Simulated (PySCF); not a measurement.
Species: AsGaH₆.
SMILES: `[GaH3-][AsH3+]`

Computed with PySCF 2.14.0, density-fitted response routines, TDDFT PBE0/def2-SVPD, vertical, gas phase, core orbitals frozen in the response. Geometry: PBE0-D3(BJ)/def2-SVP; no solvent, vibrations or thermal averaging. The PBE0/def2-SVPD calculation is non-relativistic and has no spin–orbit coupling, an omission that weighs most on arsenic and gallium.

```csv
state,E (eV),λ (nm),f,"main configurations (H = HOMO, L = LUMO)"
S1,6.24,198.7,0.0004,H-1/H→L (≥95%)
S2,6.24,198.6,0.0006,H-1/H→L (≥95%)
S3,6.69,185.3,0.0001,H-1/H→L+1/L+2 (≥96%)
S4,6.70,185.1,0.0001,H-1/H→L+1/L+2 (≥83%)
S5,6.71,184.7,0.0015,H-1/H→L+1/L+2 (≥84%)
S6,6.78,182.8,0.0007,"H-1/H→L+1/L+2 (≥62%), H-2→L (28%)"
S7,7.09,174.8,0.087,H-1/H→L+3 (≥96%)
S8,7.10,174.6,0.086,H-1/H→L+3 (≥96%)
S9,7.28,170.2,0.481,"H-2→L (64%), H-1/H→L+1/L+2 (≥21%)"
S10,7.36,168.3,0.017,H-2→L+1/L+2 (≥92%)
```

Triplets (Tamm–Dancoff): T1 5.88 eV, H-1/H→L (≥85%); T2 5.89 eV, H-1/H→L (≥85%); T3 6.31 eV, H-1/H→L+1/L+2 (≥58%), H-2→L (16%); T4 6.34 eV, H-2→L+1/L+2 (≥84%).

The lowest singlet level (S1/S2) lies at 6.24 eV (199 nm, vacuum ultraviolet) and is very weak. The most intense listed level is S9 at 7.28 eV (170 nm, f = 0.481), 1.04 eV above S1. S1/S2, S3/S4 and S7/S8 lie within about 0.01 eV of each other in each set. Löwdin shares by element: HOMO (one of a set within 0.03 eV) hydrogen 55% or more, gallium 41%; LUMO arsenic 28%, gallium 23%, hydrogen 23% or more (atoms not listed hold the other 25%). The oscillator strengths of these states sum to 0.674; summed over the whole spectrum of an exact calculation they would give the number of electrons, 70 (Thomas–Reiche–Kuhn). Orbital energies (eV): HOMO-3 -11.54, HOMO-2 -8.68, HOMO-1 -7.91, HOMO -7.91, LUMO -0.52, LUMO+1 -0.13, LUMO+2 -0.12. Of the 10 states listed, 4 reach f = 0.01 and 3 stay under 0.0005. The vertical ionisation energy (ΔSCF) is 10.09 eV, 2.73 eV above S10. Orbitals of the list HOMO-3 to LUMO+2 that lie within 0.01 eV of each other are written together with a slash and their weights summed (≥ marks a lower bound); for degenerate orbitals outside that list single weights are arbitrary. Only the lowest 10 singlets were computed, as vertical energies without vibronic structure.
